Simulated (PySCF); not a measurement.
## Two-component Hartree-Fock for Ga⁺ (gallium, charge +1)

Start: [Ar] 3d9 4s2 4p1; 3d3/2 filled at m_j = -3/2, -1/2, +1/2, +3/2; 3d5/2 filled at m_j = -3/2, -1/2, +1/2, +3/2, +5/2; 4p3/2 filled at m_j = +3/2. Calculated with PySCF 2.14 in x2c-SVPall-2c with one added diffuse shell each of s, p, d type (6s7p4d, 47 functions): generalised Hartree-Fock with the X2C-1e Hamiltonian and a Gaussian nucleus; one run each with spin-orbit coupling (SO) switched off, then screened by Boettger's factors. This is a chosen level, not necessarily the ground level.

```json
{"spinor shell": "1s1/2", "electrons": "2", "ε, spin-free (eV)": "-10458.7", "ε, screened SO (eV)": "-10458.6", "weight of nominal j (screened SO)": "1.000", "rms radius, screened SO (bohr)": "0.0561"}
{"spinor shell": "2s1/2", "electrons": "2", "ε, spin-free (eV)": "-1362.4", "ε, screened SO (eV)": "-1362.4", "weight of nominal j (screened SO)": "1.000", "rms radius, screened SO (bohr)": "0.236"}
{"spinor shell": "2p1/2", "electrons": "2", "ε, spin-free (eV)": "-1184.6", "ε, screened SO (eV)": "-1203.9", "weight of nominal j (screened SO)": "0.999", "rms radius, screened SO (bohr)": "0.209"}
{"spinor shell": "2p3/2", "electrons": "4", "ε, spin-free (eV)": "-1184.6", "ε, screened SO (eV)": "-1175.2", "weight of nominal j (screened SO)": "1.000", "rms radius, screened SO (bohr)": "0.212"}
{"spinor shell": "3s1/2", "electrons": "2", "ε, spin-free (eV)": "-198.61", "ε, screened SO (eV)": "-198.62", "weight of nominal j (screened SO)": "1.000", "rms radius, screened SO (bohr)": "0.696"}
{"spinor shell": "3p1/2", "electrons": "2", "ε, spin-free (eV)": "-142.20", "ε, screened SO (eV)": "-146.14", "weight of nominal j (screened SO)": "0.960", "rms radius, screened SO (bohr)": "0.723"}
{"spinor shell": "3p3/2", "electrons": "4", "ε, spin-free (eV)": "-142.20", "ε, screened SO (eV)": "-140.30", "weight of nominal j (screened SO)": "0.980", "rms radius, screened SO (bohr)": "0.733"}
{"spinor shell": "3d3/2", "electrons": "4", "ε, spin-free (eV)": "-51.376", "ε, screened SO (eV)": "-52.191", "weight of nominal j (screened SO)": "0.837", "rms radius, screened SO (bohr)": "0.839"}
{"spinor shell": "3d5/2", "electrons": "5", "ε, spin-free (eV)": "-51.376", "ε, screened SO (eV)": "-50.799", "weight of nominal j (screened SO)": "0.870", "rms radius, screened SO (bohr)": "0.848"}
{"spinor shell": "4s1/2", "electrons": "2", "ε, spin-free (eV)": "-22.715", "ε, screened SO (eV)": "-22.731", "weight of nominal j (screened SO)": "0.999", "rms radius, screened SO (bohr)": "2.32"}
{"spinor shell": "4p3/2", "electrons": "1", "ε, spin-free (eV)": "-15.449", "ε, screened SO (eV)": "-15.380", "weight of nominal j (screened SO)": "1.000", "rms radius, screened SO (bohr)": "2.84"}
```

| quantity | spin-free | screened SO |
| --- | --- | --- |
| E (hartree) | -1940.91350 | -1940.96784 |
| M_J | 4 | 4 |
| ⟨J²⟩ | 20.016 | 20.016 |
| ⟨L²⟩ | 12.012 | 12.014 |
| ⟨S²⟩ | 2.003 | 2.005 |

Each row is a mean over spinors that exchange with the open shell spreads, by up to 8.908 eV (3p3/2).

Rows whose weight is well below 1 are mixtures of j = l ± 1/2: exchange outweighs spin-orbit coupling there, and the label is only the starting occupation.

Without spin-orbit coupling the j labels of p, d and f shells carry no meaning; the spin-free column gives the mean over the occupied spinors of each nl shell.
